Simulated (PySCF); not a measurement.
An unknown is described by computed data only.

Formula: C3F6.

| Property | Result |
| --- | --- |
| Rotational structure | rotational constants A, B, C: 1.688, 1.686, 1.568 GHz [PBE0-D3(BJ)/def2-SVP] |
| Polarisability | 39.2 au [PBE0/def2-SVPD] |
| 13C NMR | chemical shifts (computed TMS as zero) by class: 107.5 (3 C) ppm [GIAO B97-2/pcSseg-2] |
| Dipole | 0.00 D [PBE0/def2-SVPD] |
| UV, first state | lowest singlet excitation: 7.32 eV (169 nm, f = 0.000 summed over 2 states within 0.01 eV) [TDDFT PBE0/def2-SVPD] |
| UV, strongest line | among the 10 lowest singlet transitions: S6/S7 at 10.07 eV (123 nm, f = 0.093 summed over these states) [TDDFT PBE0/def2-SVPD] |

The electronic properties come from PySCF, for the isolated species, density fitting. Levels stand in brackets. Isolated species at its PBE0-D3(BJ)/def2-SVP geometry, gas phase. NMR values are class means; diastereotopic atoms form classes of their own.

Problem. Propose a structure and show how it fits.

Solution. Numbering: `[F:1][C:2]1([F:3])[C:4]([F:5])([F:6])[C:7]1([F:8])[F:9]`. Its formula, C3F6, gives 1 degree of unsaturation: 1 ring and 0 π bonds in the structure found. 3 carbons fall into 1 class: CF2 carbon [C2/C4/C7] (107.5 ppm, 3 C). The vanishing dipole is forced by symmetry. The optimised geometry has point group D3h and is an oblate symmetric top (the spread among constants that symmetry makes equal is optimisation noise). Structure: hexafluorocyclopropane (`FC1(F)C(F)(F)C1(F)F`). The assignments are read from this structure; whether some other isomer fits the data as well wasn't checked.
